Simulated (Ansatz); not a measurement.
Basis-set extrapolation for `[CH]=C[SiH2]O` radical (PBE0-D4/def2-TZVP geometry, frozen core, Ansatz). Multiplicity 2, UHF reference.

```
                      def2-TZVPP   def2-QZVPP
                 HF  -442.488460  -442.504877
    MP2 correlation    -0.640856    -0.689221
CCSD(T) correlation    -0.714056    -0.758226
```

Energies in hartree. Use E(X) = E(∞) + A·exp(−7.88·√X) for Hartree–Fock and E(X) = E(∞) + B·X^(−2.97) for correlation, with X = 3 and 4.

What is the CCSD(T) energy at the basis-set limit?

HF limit: -442.504877 + (-0.016417) × 0.13774 = -442.50714. Correlation limit: -0.758226 + (-0.044170) × 0.74074 = -0.79094. Total: -443.29808 hartree, 250.9 kJ/mol below CCSD(T)/def2-TZVPP.

The UHF reference is spin-contaminated (⟨S²⟩ = 0.92, T1 = 0.030).
